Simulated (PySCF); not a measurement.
Isomers of C5H4O. Isolated molecules, 0 K electronic values unless said otherwise. One relaxed conformer stands for each flexible species; it need not be the lowest. Strings in code marks are SMILES.

All values below come from ωB97X-D3(BJ)/def2-TZVP // PBE0-D3(BJ)/def2-TZVP (PySCF 2.14.0). Excitations are Tamm–Dancoff values on a coarser integration grid. The basis has no diffuse functions, so Rydberg states are missing or too high.

```
species             S1 excitation (TDA) (eV)  T1 excitation (TDA) (eV)  S1 oscillator strength
------------------  ------------------------  ------------------------  ----------------------
`c1occ2c1C2`                            6.48                       ___                   0.005
`C(#COC#C)C`                            6.62                      5.91                   0.002
`C#C/C=C1/CO1`                          5.99                      3.79                     ___
`C1(=C\C#C)/OC1`                        5.96                      3.79                   0.000
`C#CC(C=O)=C`                            ___                      3.14                     ___
`O=C=C1C=CC1`                           3.09                       ___                     ___
`C1=C(C1=C=O)C`                         2.53                      2.15                   0.000
`[C@H]1(O)C=C1C#C`                      4.68                      3.71                   0.003
```

**Question.** What belongs in the gaps?

**Answer.** 
- `c1occ2c1C2`, T1 excitation (TDA) (eV): 4.36
- `C#C/C=C1/CO1`, S1 oscillator strength: 0.000
- `C#CC(C=O)=C`, S1 excitation (TDA) (eV): 3.86
- `C#CC(C=O)=C`, S1 oscillator strength: 0.000
- `O=C=C1C=CC1`, T1 excitation (TDA) (eV): 2.77
- `O=C=C1C=CC1`, S1 oscillator strength: 0.000
